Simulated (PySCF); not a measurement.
## SMILES N#CC(F)=C=CF, C4HF2N

Molfile (atoms numbered from 1):
```
C4HF2N
     RDKit          3D

  8  7  0  0  0  0  0  0  0  0999 V2000
   -2.2860    1.8492   -0.1794 N   0  0  0  0  0  0  0  0  0  0  0  0
   -1.6765    0.8827   -0.0429 C   0  0  0  0  0  0  0  0  0  0  0  0
   -0.9033   -0.3057    0.1266 C   0  0  0  0  0  0  0  0  0  0  0  0
   -1.5856   -1.4302   -0.1019 F   0  0  0  0  0  0  0  0  0  0  0  0
    0.3509   -0.2999    0.4755 C   0  0  0  0  0  0  0  0  0  0  0  0
    1.6198   -0.2443    0.7466 C   0  0  0  0  0  0  0  0  0  0  0  0
    2.0924   -0.2545    1.9867 F   0  0  0  0  0  0  0  0  0  0  0  0
    2.3992   -0.1905   -0.0069 H   0  0  0  0  0  0  0  0  0  0  0  0
  1  2  3  0
  2  3  1  0
  3  4  1  0
  3  5  2  0
  5  6  2  0
  6  7  1  0
  6  8  1  0
M  END
```

Level of theory: PySCF 2.14.0, quadratic response CAM-B3LYP/def2-TZVPD first hyperpolarisability, Taylor convention, gas phase. Geometry: PBE0-D3(BJ)/def2-TZVP.

Question: Give β for the processes computed.

Answer: In au, Taylor convention; the vector part is βᵢ = ⅓ Σⱼ (βᵢⱼⱼ + βⱼᵢⱼ + βⱼⱼᵢ); β∥ is 3/5 of the vector part along the dipole, the dipole points from − to +:
| process | λ (nm) | β vector norm | β∥ | β HRS | depolarisation ratio |
| --- | --- | --- | --- | --- | --- |
| static β(0;0,0) | ∞ | 72.3 | -8.8 | 32.5 | 3.95 |
| second harmonic β(−2ω;ω,ω) | 1907 | 73.8 | -10.0 | 33.3 | 3.97 |
| Pockels β(−ω;ω,0) | 1907 | 72.8 | -9.2 | – | – |
| second harmonic β(−2ω;ω,ω) | 1064 | 77.5 | -13.3 | 35.2 | 3.99 |
| Pockels β(−ω;ω,0) | 1064 | 73.9 | -10.1 | – | – |

Question: Which lowest excitations, dipole and polarisabilities go with it?

Answer: S1 5.05 eV (f = 0.001); S2 5.40 eV (f = 0.000); S3 6.06 eV (f = 0.140); dipole 3.25 D; isotropic α 58.2 au static, 58.5 au at 1907 nm, 59.0 au at 1064 nm, 59.2 au at 953.5 nm, 61.4 au at 532 nm.
